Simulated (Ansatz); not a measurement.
`C[SiH2]C#N` + H₂ → `N#C[SiH3]` + CH₄ at 500 K and 1 bar (hydrogenolysis of the Si–C bond).

Isolated molecules relaxed with PBE0-D4/def2-TZVP in Ansatz; ΔE leaves out vibrations. CCSD(T)/CBS is the MP2 limit (def2-TZVPP, def2-QZVPP) plus CCSD(T) − MP2 in def2-TZVPP, frozen cores. This one scheme is used for every species.

```json
{"species": "`C[SiH2]C#N`", "CCSD(T)/CBS energy (Eh)": "-422.89500", "H − E (kJ/mol)": "202.4", "S (J/(mol·K))": "366.6"}
{"species": "H₂", "CCSD(T)/CBS energy (Eh)": "-1.17544", "H − E (kJ/mol)": "41.0", "S (J/(mol·K))": "145.5"}
{"species": "`N#C[SiH3]`", "CCSD(T)/CBS energy (Eh)": "-383.61554", "H − E (kJ/mol)": "115.3", "S (J/(mol·K))": "303.3"}
{"species": "CH₄", "CCSD(T)/CBS energy (Eh)": "-40.46206", "H − E (kJ/mol)": "135.6", "S (J/(mol·K))": "206.8"}
```

H − E and S are ideal-gas, rigid-rotor, harmonic terms from PBE0-D4/def2-TZVP. The MP2-based limit puts H₂ 0.8 mEh under its directly extrapolated value; such offsets cancel only in part. 1 Eh = 2625.50 kJ/mol, R = 8.31446 J/(mol·K).

Task: By hand: ΔE, ΔH, ΔS and ΔG.

Result: ΔE = (-383.61554) + (-40.46206) − (-422.89500) − (-1.17544) = -0.00716 Eh = -18.8 kJ/mol. Δ(H − E) = 115.3 + 135.6 − 202.4 − 41.0 = 7.5, so ΔH = -11.3 kJ/mol. ΔS = 303.3 + 206.8 − 366.6 − 145.5 = -2.0 J/(mol·K). ΔG = -11.3 − 500 × (-2.0)/1000 = -10.3 kJ/mol.

Task: By hand: the equilibrium constant, and the temperature at which ΔG would vanish if ΔH and ΔS stayed fixed.

Result: log₁₀ K = −ΔG/(RT ln 10) = 1.1. ΔG = 0 at ΔH/ΔS = 5650 K, far beyond where these terms or the molecules hold.

The number of gas molecules stays the same, so ΔS is small and ΔH decides. A doubt of 5 kJ/mol in ΔE shifts log₁₀ K by 0.5 here. These are equilibria of isolated gas molecules and say nothing of rates. Largest T1 diagnostic: 0.013 (customary marks: 0.02 for closed shells, 0.045 for open ones).
